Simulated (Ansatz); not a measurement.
`C[SiH2][AlH][F]` + `CC(=S)CF` → `C[SiH2]C(C)=S` + `F[CH2][AlH][F]`  (formal exchange of groups at the Si–Al bond)

Isolated molecules relaxed with PBE0-D4/def2-TZVP in Ansatz; ΔE leaves out vibrations. CBS: MP2 limit from def2 TZ/QZ plus the TZ coupled-cluster correction, frozen cores. DFT in def2-TZVPP. B3LYP here is the variant with VWN-RPA as its local correlation; programs differ in this. One conformer a species, not always the lowest.

```csv
level,ΔE (kcal/mol),difference from CCSD(T)/CBS
B3LYP-D4,1.7,-0.2
r2SCANh-D4,3.8,1.9
CAM-B3LYP-D4,2.1,0.2
ωB97X-V,3.5,1.6
PBE,5.3,3.4
r2SCAN,3.9,2.0
B3LYP,2.9,1.0
MP2/def2-TZVPP,1.0,-0.9
CCSD(T)/def2-TZVPP,2.8,0.9
MP2/CBS(def2),0.2,-1.7
CCSD(T)/CBS,1.9,0
```

(1) What do rigid-rotor, harmonic-oscillator terms from PBE0-D4/def2-TZVP frequencies (298.15 K, 1 bar) make of the CCSD(T)/CBS value? (Estimate.)

Largest T1 diagnostic among the species: 0.015.

Answers

(1) The calculation gave: ΔZPE = -1.1 kcal/mol, ΔH = +1.0 kcal/mol, ΔS = -3 J/(mol·K), ΔG = +1.2 kcal/mol. Modes under 50 cm⁻¹ make the entropy rough.

In def2-TZVPP, CCSD(T) changes the Hartree–Fock value by −1.1 kcal/mol (the triples alone add −0.1 kcal/mol) and MP2 by −2.9 kcal/mol. The D4 term adds −1.3 kcal/mol with B3LYP and −0.7 kcal/mol with PBE0; it sums over pairs of atoms, weighted by their polarisabilities, and B3LYP, whose exchange is more repulsive, gets the larger term. Leaving LDA and LC-ωPBE aside and taking each functional with its dispersion term where it has one, the values, not all of them listed here, spread over 3.8 kcal/mol, from BLYP-D4 to PBE0-D4. LDA lies +1.0 kcal/mol from PBE without D4.
